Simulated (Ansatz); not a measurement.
Start from `NC(S)N[SiH3]` and change one atom or group to get `CC(S)N[SiH3]`.

Ansatz, PBE0-D4/def2-TZVP geometries, multiplicity 1. Each molecule was computed in one conformer, which needn't be the lowest.

```csv
property,`NC(S)N[SiH3]`
HOMO energy (PBE/def2-TZVPP) / eV,-5.50
HOMO–LUMO gap (B3LYP/def2-TZVPP) / eV,6.52
HOMO energy (B3LYP/def2-TZVPP) / eV,-6.53
LUMO energy (PBE0/def2-TZVPP) / eV,0.24
HOMO–LUMO gap (ωB97M-V/def2-TZVPP) / eV,10.92
HOMO energy (ωB97M-V/def2-TZVPP) / eV,-9.02
```

Question: Give the same properties after the change, and the shifts. (Estimate.)

Answer: Ansatz gave: 
```
                               property  `CC(S)N[SiH3]`  shift
      HOMO energy (PBE/def2-TZVPP) / eV           -5.43   0.07
  HOMO–LUMO gap (B3LYP/def2-TZVPP) / eV            6.29  -0.23
    HOMO energy (B3LYP/def2-TZVPP) / eV           -6.45   0.08
     LUMO energy (PBE0/def2-TZVPP) / eV            0.08  -0.16
HOMO–LUMO gap (ωB97M-V/def2-TZVPP) / eV           10.70  -0.22
  HOMO energy (ωB97M-V/def2-TZVPP) / eV           -8.93   0.09
```

With PBE0 the HOMO rises by 0.09 eV and the LUMO falls by 0.16 eV, so the gap narrows by about 0.25 eV. PBE moves the HOMO by 0.07 eV and ωB97M-V by 0.09 eV.

B3LYP here is the variant with VWN-RPA as its local correlation; programs differ in this.
